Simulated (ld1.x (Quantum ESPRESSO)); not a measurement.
# Reading a pseudo-wave (hafnium (Hf))

Columns: radius, all-electron u(r) and pseudo u(r) of the 5p shell (level -50.62 eV) of hafnium in the configuration [Kr] 4d10 4f14 5s2 5p6 5d2 6s0 6p0; PBE, scalar-relativistic, TM scheme, ld1.x (Quantum ESPRESSO) 7.5.

| r (bohr) | all-electron | pseudo |
| --- | --- | --- |
| 0.150 | -0.3403 | -0.0225 |
| 0.300 | 0.3195 | -0.0925 |
| 0.450 | 0.4496 | -0.2167 |
| 0.600 | -0.0127 | -0.3999 |
| 0.750 | -0.5032 | -0.6264 |
| 0.900 | -0.8247 | -0.8417 |
| 1.050 | -0.9735 | -0.9737 |
| 1.200 | -0.9969 | -0.9969 |
| 1.350 | -0.9439 | -0.9439 |
| 1.500 | -0.8509 | -0.8509 |
| 1.650 | -0.7424 | -0.7424 |
| 1.800 | -0.6328 | -0.6328 |
| 1.950 | -0.5304 | -0.5304 |
| 2.100 | -0.4388 | -0.4388 |
| 2.250 | -0.3594 | -0.3594 |
| 2.400 | -0.2921 | -0.2921 |
| 2.550 | -0.2358 | -0.2358 |
| 2.700 | -0.1893 | -0.1893 |
| 2.850 | -0.1513 | -0.1513 |
| 3.000 | -0.1204 | -0.1204 |
| 3.150 | -0.0955 | -0.0955 |
| 3.300 | -0.0755 | -0.0755 |
| 3.450 | -0.0595 | -0.0595 |
| 3.600 | -0.0468 | -0.0468 |
| 3.750 | -0.0368 | -0.0368 |
| 3.900 | -0.0288 | -0.0288 |

Task: How many radial nodes do the two functions have?

Result: The all-electron 5p function has n − l − 1 = 3 (the table is too coarse to show those close to the nucleus); the pseudo-wave has 0, since the states of the same l below it are removed with the core.

Task: At about which radius was the pseudo-wave matched?

Result: 1.15 bohr, where the columns begin to agree (steps of 0.15 bohr).

Task: Where does each function peak?

Result: Outermost all-electron maximum near 1.20 bohr, pseudo maximum near 1.20 bohr (to the table’s step).

Task: Is the pseudo-wave norm-conserving?

Result: Yes: the TM scheme keeps the norm inside the radius equal to the all-electron one, which fixes the energy derivative of the logarithmic derivative at the level.
